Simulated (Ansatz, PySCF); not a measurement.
Process, species as SMILES: FB(F)B(F)F [difluoroboranyl(difluoro)borane] → 2 F[B]F (the B-B bond at the site shown breaks; other sites are not compared here)
Each molecule is optimised on its own at B3LYP-D3(BJ)/def2-TZVP (Ansatz, a first-principles code), one conformer each, not searched for the lowest. Frequencies are from Ansatz or PySCF.
Geometry of the first species:
```xyz
6

F     -1.5495    -0.8754     0.7120
B     -0.8563    -0.0458    -0.0490
F     -1.5426     0.7102    -0.8889
B      0.8563     0.0458     0.0490
F      1.6339    -0.7156    -0.7017
F      1.4582     0.8808     0.8786
```

Property: bond dissociation energy (0 K, with B3LYP-D3(BJ) harmonic zero-point energies), in kcal/mol. Valence correlation only, unless marked. Open shells are spin-unrestricted. Spin-orbit coupling is left out. No relativistic terms. Basis-set limits of correlation are two-point, X^-3; Hartree-Fock from the larger set.

```csv
level,program,bond dissociation energy (kcal/mol)
HF/cc-pVQZ,Ansatz,77.4
```

What does CCSD(T)/CBS(cc-pVTZ,cc-pVQZ) (Ansatz) give?

102.5 kcal/mol
